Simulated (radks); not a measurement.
The numbers below are computed, except where a source is named.
Question: Species: Mo+. Configuration: [Kr] 4d4.75 5d0.25 (fractional occupations, a model configuration). Level of theory: non-relativistic Kohn-Sham, PBE, spin-unpolarised, spherical densities, point nucleus; relativity is left out, which matters for an element this heavy (a radial shooting solver on a logarithmic mesh with Libxc functionals). Some entries of the table are withheld. Estimate them.

| orbital | occ. | eigenvalue (eV) | r(max) (bohr) | <r^2> (bohr^2) |
|---|---|---|---|---|
| 1s | 2 | (1) | 0.02401 | 0.001764 |
| 2s | 2 | -2691.617 | 0.1342 | 0.02961 |
| 2p | 6 | -2479.802 | 0.1056 | (2) |
| 3s | 2 | -463.3184 | 0.3946 | 0.2223 |
| 3p | 6 | -381.9034 | 0.3820 | 0.2207 |
| 3d | 10 | -232.7612 | 0.3226 | 0.2064 |
| 4s | 2 | -69.1755 | 1.014 | 1.463 |
| 4p | 6 | -46.1252 | 1.082 | (3) |
| 4d | 4.75 | -12.0373 | 1.360 | 4.069 |
| 5d | 0.25 | -2.8417 | (4) | 64.85 |

Answer: 
(1) 1s eigenvalue (eV): -19333.65
(2) 2p <r^2> (bohr^2): 0.02255
(3) 4p <r^2> (bohr^2): 1.786
(4) 5d r(max) (bohr): 6.786
